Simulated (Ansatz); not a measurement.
Reactions of `O[SiH](Cl)[Si](O)(Cl)Cl`.

Calculated with Ansatz (gas phase, PBE0-D4/def2-TZVP geometries, no zero-point term in ΔE). CBS: MP2 limit from def2 TZ/QZ plus the TZ coupled-cluster correction, frozen cores. This one scheme is used for every species. DFT in def2-TZVPP. For Ge outer-core shells are correlated without core-valence functions, which leaves a few kJ/mol of doubt a bond. Scalar relativity is left out up to krypton. Each species was taken in one conformer, which may not be the lowest.

| reaction | CCSD(T)/CBS(def2) (kcal/mol) |
| --- | --- |
| `O[SiH](Cl)[Si](O)(Cl)Cl` + `O[SiH](O)O` → `O[SiH](Cl)[Si](O)(O)O` + `O[SiH](Cl)Cl` | 1.2 |
| `O[SiH](Cl)[Si](O)(Cl)Cl` + `[NH2][GeH2][OH]` → `[OH][GeH2][NH][SiH](O)Cl` + `O[SiH](Cl)Cl` | -26.4 |
| `O[SiH](Cl)[Si](O)(Cl)Cl` + `N[SiH](O)O` → `O[SiH](O)N[SiH](O)Cl` + `O[SiH](Cl)Cl` | ? |
| `O[SiH](Cl)[Si](O)(Cl)Cl` + NH₃ → `N[SiH](O)Cl` + `O[SiH](Cl)Cl` | -19.5 |

Problem. Fill in the missing values. (Estimate.)

Solution. Computed: `O[SiH](Cl)[Si](O)(Cl)Cl` + `N[SiH](O)O` → `O[SiH](O)N[SiH](O)Cl` + `O[SiH](Cl)Cl`: -23.6 kcal/mol.

Largest T1 diagnostic: 0.012, for `O[SiH](Cl)[Si](O)(O)O`.
